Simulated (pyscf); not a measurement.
Structures and frequencies: ωB97X-D3(BJ)/def2-SVP in PySCF. Correlated levels are frozen-core, on RHF or UHF. ΔMP2 is the change of the MP2 total energy from the triple- to the quadruple-zeta basis.

**Question.** Estimate the classical barrier height and the reaction energy of •O–SiH(OH)–OH -> HO–Si•(OH)–OH at CCSD(T)/def2-TZVPP + ΔMP2(QZVPP). The step runs on the doublet surface, breaks H–Si and forms H–O; take the reactant's lowest minimum found as zero.

**Answer.** ΔE‡ = 61.5 kJ/mol, ΔE = -107.9 kJ/mol. Zero-point energy shifts the barrier by -6.6 kJ/mol. It is a hydrogen shift, with an imaginary mode of 1540i cm⁻¹. This is the saddle that the search found; another between the same sides may lie lower. The CCSD(T) − MP2 part came from Ansatz, without density fitting, on the same reference.
